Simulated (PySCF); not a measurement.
C₄H₉NSi₂.
Atom-mapped SMILES: `[N:1]#[C:2][C@@H:3]1[CH2:4][Si@H:5]1[CH2:6][SiH3:7]` (hydrogens: H8 on C3; H9, H10 on C4; H11 on Si5; H12, H13 on C6; H14, H15, H16 on Si7)

The same species was optimised twice, with GFN2-xTB and with PBE0-D3(BJ)/def2-SVP (PySCF), and the same property calculations (PySCF, gas phase) were run on both structures.

```tsv
coordinate	GFN2-xTB	PBE0-D3(BJ)/def2-SVP	change
C2–C3 (Å)	1.405	1.432	+0.027
Si5–C6 (Å)	1.890	1.863	-0.027
C4–Si5 (Å)	1.877	1.851	-0.026
C3–Si5 (Å)	1.913	1.886	-0.027
C6–Si7 (Å)	1.908	1.887	-0.021
N1≡C2 (Å)	1.149	1.160	+0.011
C3–C4 (Å)	1.548	1.554	+0.006
C2–C3–Si5 (°)	119.3	121.3	+2.0
C2–C3–C4 (°)	116.8	118.7	+1.9
C4–Si5–C6 (°)	120.6	121.9	+1.3
C3–Si5–C6 (°)	118.2	119.3	+1.1
C3–Si5–C4 (°)	48.2	49.1	+0.9
Si5–C6–Si7 (°)	116.9	116.1	-0.8
C3–C4–Si5 (°)	67.1	66.6	-0.5
C4–C3–Si5 (°)	64.7	64.2	-0.5
C4–Si5–C6–Si7 (°)	25	29	+4
```

Rotational constants: A = 3923, B = 851.1, C = 806.4 MHz (GFN2-xTB) against A = 3844, B = 859.5, C = 814.9 MHz (PBE0-D3(BJ)/def2-SVP). Point groups within 0.08 Å: C1 and C1.

On the GFN2-xTB structure: lowest triplet, Tamm–Dancoff (eV) 4.96 [PBE0/def2-SVPD]; isotropic polarisability (au) 103.9 [PBE0/def2-SVPD]; HOMO (eV) -7.32 [PBE0/def2-SVPD]; LUMO (eV) -0.22 [PBE0/def2-SVPD]; dipole (D) 5.65 [PBE0/def2-SVPD]; HOMO (eV) -7.34 [PBE0/pcSseg-1]; LUMO (eV) -0.14 [PBE0/pcSseg-1]; dipole (D) 5.54 [PBE0/pcSseg-1]; GIAO shielding of N1 (ppm) -21.5 [PBE0/pcSseg-1]; GIAO shielding of C2 (ppm) 59.8 [PBE0/pcSseg-1]; GIAO shielding of C3 (ppm) 195.0 [PBE0/pcSseg-1]; GIAO shielding of C4 (ppm) 182.9 [PBE0/pcSseg-1]; GIAO shielding of Si5 (ppm) 449.9 [PBE0/pcSseg-1]; GIAO shielding of C6 (ppm) 201.1 [PBE0/pcSseg-1]; GIAO shielding of Si7 (ppm) 425.5 [PBE0/pcSseg-1].

Question: What do these properties become on the PBE0-D3(BJ)/def2-SVP structure?

Answer: 
```csv
property,level,on GFN2-xTB,on PBE0-D3(BJ)/def2-SVP,change
"lowest triplet, Tamm–Dancoff (eV)",PBE0/def2-SVPD,4.96,5.12,+0.16
isotropic polarisability (au),PBE0/def2-SVPD,103.9,104.8,+0.9
HOMO (eV),PBE0/def2-SVPD,-7.32,-7.40,-0.08
LUMO (eV),PBE0/def2-SVPD,-0.22,-0.16,+0.06
dipole (D),PBE0/def2-SVPD,5.65,5.67,+0.02
"energy, GFN2-xTB geometry as zero (kcal/mol)",PBE0/def2-SVPD,0.0,-2.3,-2.3
HOMO (eV),PBE0/pcSseg-1,-7.34,-7.42,-0.08
LUMO (eV),PBE0/pcSseg-1,-0.14,-0.08,+0.06
dipole (D),PBE0/pcSseg-1,5.54,5.56,+0.02
"energy, GFN2-xTB geometry as zero (kcal/mol)",PBE0/pcSseg-1,0.0,-1.8,-1.8
GIAO shielding of N1 (ppm),PBE0/pcSseg-1,-21.5,-29.0,-7.5
GIAO shielding of C2 (ppm),PBE0/pcSseg-1,59.8,58.1,-1.7
GIAO shielding of C3 (ppm),PBE0/pcSseg-1,195.0,192.5,-2.5
GIAO shielding of C4 (ppm),PBE0/pcSseg-1,182.9,183.5,+0.6
GIAO shielding of Si5 (ppm),PBE0/pcSseg-1,449.9,445.7,-4.2
GIAO shielding of C6 (ppm),PBE0/pcSseg-1,201.1,200.5,-0.6
GIAO shielding of Si7 (ppm),PBE0/pcSseg-1,425.5,422.9,-2.6
```

The heavy atoms differ by 0.046 Å rms after alignment. Among bonds between heavy atoms C2–C3, C3–Si5, C4–Si5 and Si5–C6 change most and about equally (-0.027 to +0.027 Å). Changes are differences of the printed values. Neither structure is proved a minimum here.

Conformer computed: `[N:1]#[C:2][C@@H:3]1[CH2:4][Si@H:5]1[CH2:6][SiH3:7]`: C4–Si5–C6–Si7 29°.
